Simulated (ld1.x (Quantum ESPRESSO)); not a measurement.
**P (Z = 15): excitation energies, all-electron against TM semilocal**

phosphorus (P), norm-conserving Troullier–Martins (semilocal form), made with ld1.x (Quantum ESPRESSO) 7.5 (LDA (PZ), scalar-relativistic). Core [Ne], reference 3s2 3p3. Waves: 3s (bound): rc 1.35 bohr; 3p (bound): rc 1.50 bohr; 3d channel at 0.35 Ry: rc 1.50 bohr. Local part: the d channel. Core correction: Bessel-smoothed model core inside 1.10 bohr.

Energies are relative to the spin-unpolarised reference configuration 3s2 3p3; without spin polarisation the order of configurations can differ from experiment. Spin-polarised rows fill each open shell by Hund’s rule, majority spin first.

```tsv
valence configuration	charge	ΔE all-electron (eV)	error AE − PS (meV)
3s2 3p1	+2	29.070	+22
3s2 3p0	+3	58.965	+73
3s1 3p0	+4	111.154	+158
3s1 3p3	+1	18.893	+4.5
3s2 3p2.5	+0.5	3.821	+0.4
3s2 3p3 (spin-polarised)	0	-1.510	+14
3s2 3p2 (spin-polarised)	+1	8.978	+11
```

**Question.** What are ΔE and the potential's error for 3s1 3p4?

**Answer.** ΔE = 8.496 eV all-electron; the error (AE − PS) is -0.5 meV.

**Question.** What are ΔE and the potential's error for 3s2 3p2?

**Answer.** ΔE = 9.821 eV all-electron; the error (AE − PS) is +2.9 meV.
